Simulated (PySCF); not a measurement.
Ta(S)(F)(OH)2 (FH₂O₂STa), SMILES [Ta]([OH])([F])(=[S])[OH], multiplicity 1.

The structure is a stationary point at B3LYP-D3(BJ)/def2-SVP. The multiplicity is an assumed one; no other spin state was optimised. The structure was generated by enumeration; whether it is a known compound was not checked. The def2 effective core potentials stand for the cores of Ta; spin–orbit coupling is left out. The values are those of a single conformer.

Two levels are set side by side: TDDFT-PBE/def2-SVPD (PySCF) and TDDFT-LC-ωPBE/def2-SVPD (PySCF). Vertical, same geometry. The lowest singlet is HOMO→LUMO 91 % with PBE and HOMO→LUMO 76 %, HOMO−1→LUMO+1 19 % with the other functional; states are paired by order. Differences are taken from unrounded values.

```json
[
 {"quantity": "lowest singlet excitation (eV)", "TDDFT-LC-ωPBE": "4.43"},
 {"quantity": "lowest triplet excitation (TDA) (eV)", "TDDFT-LC-ωPBE": "3.83"}
]
```

Task: What does TDDFT-PBE give, and how far is it from TDDFT-LC-ωPBE? (An estimate is asked for; the answer gives what the named calculation found.)

Result: 
```csv
quantity,TDDFT-PBE,TDDFT-PBE minus TDDFT-LC-ωPBE
lowest singlet excitation (eV),4.22,-0.21
lowest triplet excitation (TDA) (eV),3.71,-0.12
```

Functionals without exact exchange tend to place singlet excitations lower, as here. Differences between two approximate levels are no errors against the true value.

Rough cost on one machine, each run with all the roots and properties that it gave: TDDFT-LC-ωPBE against TDDFT-PBE about 5 times.
